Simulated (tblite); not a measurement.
C₇H₃FN (doublet state).
SMILES with atom numbers: `[N:1]#[C:2][C:3]1=[CH:4][C@H:5]2[CH:6]=[C:7]([F:8])[C:9]12` (hydrogens: H10 on C4; H11 on C5; H12 on C6)

Computed geometry: GFN2-xTB, gas phase. This method treats the open shell by occupation alone, without spin polarisation.

(1) What internal coordinates does the optimisation give?

Answers

(1) 
```json
{"bond": "N1≡C2", "length (Å)": "1.147"}
{"bond": "C2–C3", "length (Å)": "1.397"}
{"bond": "C3=C4", "length (Å)": "1.363"}
{"bond": "C4–C5", "length (Å)": "1.514"}
{"bond": "C5–C6", "length (Å)": "1.522"}
{"bond": "C6=C7", "length (Å)": "1.351"}
{"bond": "C7–F8", "length (Å)": "1.324"}
{"bond": "C7–C9", "length (Å)": "1.447"}
{"bond": "C3–C9", "length (Å)": "1.467"}
{"bond": "C5–C9", "length (Å)": "1.539"}
{"bond": "C4–H10", "length (Å)": "1.073"}
{"bond": "C5–H11", "length (Å)": "1.083"}
{"bond": "C6–H12", "length (Å)": "1.071"}
```

A selection of angles:
```json
{"angle": "N1–C2–C3", "degrees": "179.4"}
{"angle": "C2–C3–C4", "degrees": "135.1"}
{"angle": "C2–C3–C9", "degrees": "132.2"}
{"angle": "C4–C3–C9", "degrees": "92.5"}
{"angle": "C3–C4–C5", "degrees": "94.2"}
{"angle": "C3–C4–H10", "degrees": "133.5"}
{"angle": "C5–C4–H10", "degrees": "132.2"}
{"angle": "C4–C5–C6", "degrees": "119.2"}
{"angle": "C4–C5–C9", "degrees": "84.1"}
{"angle": "C4–C5–H11", "degrees": "118.2"}
{"angle": "C6–C5–C9", "degrees": "84.2"}
{"angle": "C6–C5–H11", "degrees": "117.8"}
{"angle": "C9–C5–H11", "degrees": "123.6"}
{"angle": "C5–C6–C7", "degrees": "92.9"}
{"angle": "C5–C6–H12", "degrees": "132.0"}
{"angle": "C7–C6–H12", "degrees": "134.7"}
{"angle": "C6–C7–F8", "degrees": "133.9"}
{"angle": "C6–C7–C9", "degrees": "94.2"}
{"angle": "F8–C7–C9", "degrees": "131.5"}
{"angle": "C3–C9–C7", "degrees": "124.5"}
{"angle": "C3–C9–C5", "degrees": "89.1"}
{"angle": "C5–C9–C7", "degrees": "88.5"}
```

Dihedral angles: C2–C3–C4–C5 177° (antiperiplanar); C3–C4–C5–C6 -82° (synclinal); C4–C5–C6–C7 83° (synclinal); C5–C6–C7–F8 -177° (antiperiplanar); C6–C7–C9–C3 -85° (synclinal); C2–C3–C9–C7 -90°; C4–C5–C9–C7 -123° (anticlinal).

C9 (carbon bonded to 3 C) is pyramidal (angles 124.5°, 89.1° and 88.5°, sum 302.1°, 0.63 Å off the plane of its three neighbours). The 4-membered ring C3–C4–C5–C9 has internal angles of 84.1° to 94.2° (sum 360°, against 360° for a flat polygon); it is almost planar, 0.01 Å rms from its mean plane, widest ring torsion 2°. The 4-membered ring C5–C6–C7–C9 has internal angles of 84.2° to 94.2° (sum 360°, against 360° for a flat polygon); it is almost planar, 0.02 Å rms from its mean plane, widest ring torsion 3°. C6 (carbon bonded to 2 C and H) is planar (angles 134.7°, 132.0° and 92.9°, sum 359.6°, 0.05 Å off the plane of its three neighbours). C7 (carbon bonded to 2 C and F) is planar (angles 133.9°, 131.5° and 94.2°, sum 359.7°, 0.04 Å off the plane of its three neighbours). C4 (carbon bonded to 2 C and H) is planar (angles 133.5°, 132.2° and 94.2°, sum 359.9°, 0.02 Å off the plane of its three neighbours). C3 (carbon bonded to 3 C) is planar (angles 135.1°, 132.2° and 92.5°, sum 359.8°, 0.03 Å off the plane of its three neighbours).

Point group: C1 (no symmetry element, even within 0.4 Å). Its GFN2-xTB frequencies are all real (lowest 94 cm⁻¹).
